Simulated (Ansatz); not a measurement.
One elementary step

Start structure (SiN3H7, singlet), relaxed at PBE0-D4/def2-TZVP:

Si1  (0.047, -0.377, -0.102)
H2  (0.343, -1.781, -0.505)
N3  (0.370, 0.527, -1.524)
H4  (1.097, 0.234, -2.155)
N5  (0.932, -0.180, 1.355)
N6  (-1.549, 0.074, 0.321)
H7  (0.239, 1.526, -1.548)
H8  (1.808, -0.658, 1.483)
H9  (0.905, 0.686, 1.869)
H10  (-1.940, -0.222, 1.199)
H11  (-2.251, 0.170, -0.394)
(Å)

The step: SiN₃H₇ ([NH2][SiH]([NH2])[NH2]) → SiN₃H₅ ([NH][Si]([NH2])[NH2]) + H₂; bonds formed: H2–H4; bonds broken: Si1–H2, N3–H4. Program: Ansatz 0.2.0. Basis: def2-TZVPP and def2-QZVPP. Cores are frozen in the correlated methods. Extrapolation: Hartree–Fock as exp(−7.88 √X), correlation as X^−2.97. Energies below are by CCSD(T) at an estimated basis limit (MP2 extrapolated from triple and quadruple zeta, plus CCSD(T) − MP2 in triple zeta).

Task: What are the electronic barrier and the energy of the step, from the start structure to the end structure? (An estimate is asked for; the value comes from the calculation.)

Result: Computed: Barrier 70.10 kcal/mol; step energy 49.95 kcal/mol (uphill); reverse barrier, their difference, 20.15 kcal/mol. Barrier and step energy count from the start structure, the reverse barrier from the end structure.

The saddle point: One imaginary mode of 1076i cm⁻¹.
```csv
pair,start (Å),saddle (Å),end (Å)
H2–H4,2.71,0.92,0.75
Si1–H2,1.49,1.81,3.89
N3–H4,1.01,1.50,2.53
```

Zero-point energy (harmonic, PBE0-D4): ZPE is 55.28 kcal/mol at the start and 50.78 kcal/mol at the saddle, so the barrier goes from 70.10 to 65.60 kcal/mol.

First-order rate constant out of the start structure at 298 K by transition-state theory, with harmonic vibrational free energies alone and no tunnelling: ΔA‡ = 65.46 kcal/mol, so k = (kB T/h) exp(−ΔA‡/kB T) ≈ 10^-35 s⁻¹ (an order of magnitude at best: rotation, the number of equivalent paths and anharmonicity are left out).

T1 diagnostic: at most 0.014.

Labels in which every atom is bracketed show which atoms are joined, not bond orders.

For scale, one of the runs: CCSD(T)/def2-TZVPP, 233 basis functions, launched by `ansatz run in.yaml --threads 4 --pin off --events-out ev --progress --plain --max-ram 9574MiB`. Hardware: 4 CPU threads of an Arm Neoverse V2, shared host. Wall time 74 s; peak host memory 4.2 GiB.
